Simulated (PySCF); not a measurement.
# Structure from NMR data

Molecular formula: C$_{6}$H$_{5}$FSi. Simulated spectra:

1H NMR (400 MHz, computed): δ 7.18 (m, 1H), 4.97 (m, 1H), 4.69 (m, 2H), 3.62 (s, 1H).

13C{1H} NMR (computed): δ 181.7 (C), 156.7 (CH), 135.3 (C), 101.0 (CH), 99.1 (CH), 87.0 (C).

[PySCF 2.14: GFN2-xTB structure; NMR shieldings at PBE0/pcSseg-1/GIAO; no solvent model; a single conformation; one averaged value for each set of equivalent atoms; non-relativistic]

Scale: 1H (σ = 31.72 ppm), 13C (σ = 186.93 ppm) vs TMS (reference shieldings calculated alike).

Q: Which candidate is it?
A. C#CC1=CC(F)=C[SiH2]1
B. C#CC1=CC=C(F)[SiH2]1
C. C#C[Si@@H]1C=CC=C1F
D. C#CC1=C[SiH2]C=C1F

A: A. 

1. The formula gives 5 degrees of unsaturation (1 ring in the answer).
2. 6 carbon signals for 6 carbons: no two carbons are equivalent.
3. Carbon types of the structure: 3 × C, 3 × CH, leaving 2 H on heteroatoms.
4. δC 181.7, 135.3: fully substituted alkene carbon.
5. δC 156.7, 99.1: alkene CH.
6. δC 101.0: terminal alkyne carbon; sp carbons lie upfield of alkene carbons because the cylindrical π system leaves one tensor component strongly shielded.
7. δC 87.0: alkyne carbon; sp carbons lie upfield of alkene carbons because the cylindrical π system leaves one tensor component strongly shielded.
8. δH 7.18, 4.97: hydrogen on an alkene CH; olefinic region.

The others: C#C[Si@@H]1C=CC=C1F would give 5 signals for carbon-bound and other non-exchanging H, not 4; C#CC1=CC=C(F)[SiH2]1 has carbons computed at 186.1, 161.7, 132.2, 117.4, 93.6, 87.6; C#CC1=C[SiH2]C=C1F has carbons computed at 178.1, 146.5, 143.8, 99.7, 95.1, 82.5.

Splittings by 19F in the carbon and heteronuclear signals aren't shown, as no couplings were computed. Shifts are as computed. Against solution values, carbons near 30 ppm lie about +3 ppm off and those near 130 ppm about +5 ppm. Of 1211 compounds with measured shifts, 218 miss one by over three times the rms of a fit or turn the order of signals round; such compounds aren't used in these exercises. Multiplicities follow the n + 1 count of equivalent neighbours, as no J values were calculated; m marks all less simple cases, F and P coupling included.
